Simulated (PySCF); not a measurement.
Be(Me)(OSiH3) (CH6BeOSi), SMILES [CH3][Be][O][SiH3].

Geometry optimised at PBE0-D3(BJ)/def2-SVP. Other conformers were not sampled.

These are C-PCM-M06-2X/def2-SVP (PySCF) values and carry that method's errors.

The values are the electrostatic part of the solvation free energy, E(continuum) − E(gas) at the gas-phase geometry, in a cavity of scaled van der Waals radii (PySCF's table); cavitation and dispersion terms are not included. A continuum can't describe solvent molecules that bind to the metal. In vacuum the orbital gap is 10.53 eV. The dipole moment in vacuum is 0.10 D.

Question: Estimate the values in water (ε = 78.36), cyclohexanone (ε = 15.62), acetone (ε = 20.49). (An estimate is asked for; the answer gives what the named calculation found.)

Answer: 
```tsv
solvent	ε	ΔG(elec) (kcal/mol)	dipole (D)	gap (eV)
water	78.36	-1.9	0.09	10.54
cyclohexanone	15.62	-1.8	0.09	10.54
acetone	20.49	-1.8	0.09	10.54
```
